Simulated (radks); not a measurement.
Task: The hafnium ion Hf14+, 58 electrons, occupied as [Kr] 4d10 4f11 5s1. Calculated with a radial shooting solver on a logarithmic mesh with Libxc functionals: scalar-relativistic Kohn-Sham, PBE, spin-polarised, spherical densities, finite nucleus; open shells are filled with parallel spins first (spin-orbit coupling, left out, can overturn this in heavy ions); Fermi nuclear charge, rms radius 5.347 fm. Some entries of the table are withheld. Estimate them.

orbital,occ.,eigenvalue (eV),<1/r> (bohr^-1),<r> (bohr)
1s up,1,-65565.73,83.78,0.01899
1s down,1,-65565.55,83.78,0.01899
2s up,1,-11459.63,19.57,0.08038
2s down,1,-11459.46,19.57,0.08038
2p up,3,-10100.88,17.85,0.07172
2p down,3,-10100.72,17.85,0.07172
3s up,1,-2839.709,7.239,0.2086
3s down,1,-2837.673,7.243,0.2086
3p up,3,-2433.533,6.713,0.2085
3p down,3,-2431.489,6.717,0.2084
3d up,5,-1952.144,6.351,0.1889
3d down,5,-1950.563,6.354,0.1888
4s up,1,-803.1131,3.090,0.4650
4s down,1,-799.2775,3.089,0.4650
4p up,3,(1),2.825,0.4920
4p down,3,(2),2.824,0.4920
4d up,5,-494.2884,2.531,0.5218
4d down,5,-490.4556,2.530,0.5217
5s up,1,-316.1230,1.388,0.9794
5s down,0,-312.3068,1.383,0.9827
4f up,7,-298.9953,2.139,(3)
4f down,4,-294.9378,2.138,(4)

Result: 
(1) 4p up eigenvalue (eV): -668.5611
(2) 4p down eigenvalue (eV): -664.7741
(3) 4f up <r> (bohr): 0.5688
(4) 4f down <r> (bohr): 0.5691
